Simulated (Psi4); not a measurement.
C₄HCoO₄, singlet, at a GFN2-xTB geometry (such geometries of metal compounds can be far from the true shape). Base run: Psi4 with SVWN/3-21G.

The Psi4 input:
```
memory 2 GB

molecule {
0 1
Co    0.16866841   -0.21594632    0.06853971
O     2.11576714    0.29848456   -2.06833429
C     1.35421924    0.10880843   -1.24378571
O     0.72658796    0.75338840    2.78353125
C     0.50304980    0.38753436    1.72901993
O    -1.56131369    1.99895132   -0.63445186
C    -0.88158165    1.12868977   -0.35823750
O    -1.88689263   -2.27515241   -0.32693741
C    -1.09826619   -1.46809481   -0.17680757
H     1.02823552   -1.31645086    0.41783143
}

set {
  basis 3-21g
}

energy('svwn')
print_variables()
```

The base run was repeated with changes; each row names its change, and settings that it needs were set with it.

| change | ΔE vs base (mEh) | SCF cycles | grid points | basis functions |
|---|---|---|---|---|
| base | 0.000 | 23 | 215140 | 103 |
| scf_type = disk_df | 0.000 | 23 | 215140 | 103 |
| dft_spherical_points = 110 | -0.075 | 25 | 78413 | 103 |
| scf_type = mem_df | 0.000 | 23 | 215140 | 103 |
| scf_type = pk | 0.527 | 23 | 215140 | 103 |
| scf_initial_accelerator = none | 0.000 | 18 | 215140 | 103 |
| guess = core | 0.000 | 23 | 215140 | 103 |
| scf_type = dfdirj+link | 0.158 | 23 | 215140 | 103 |
| dft_radial_scheme = mura | -0.003 | 23 | 217470 | 103 |
| guess = sap | 0.000 | 16 | 215140 | 103 |
| guess = gwh | 0.000 | 28 | 215140 | 103 |
| guess = sapgau | 0.000 | 14 | 215140 | 103 |
| e_convergence = 1e-8 | 0.000 | 23 | 215140 | 103 |
